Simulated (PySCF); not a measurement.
C₅H₄F₂, SMILES C(C(F)(C#C)F)=C.

The structure is a stationary point at PBE0-D3(BJ)/def2-SVP. The values are those of a single conformer.

All values below come from SMD-B3LYP/def2-SVP (PySCF).

Solvation free energies are E(SMD) − E(gas) at the gas-phase geometry, for 1 M in both phases. In vacuum the dipole moment is 2.41 D.

Rank water, 2-propanol, n-hexane by solvation free energy, most negative first.

2-propanol (-2.7 kcal/mol), n-hexane (-2.0 kcal/mol), water (0.7 kcal/mol)
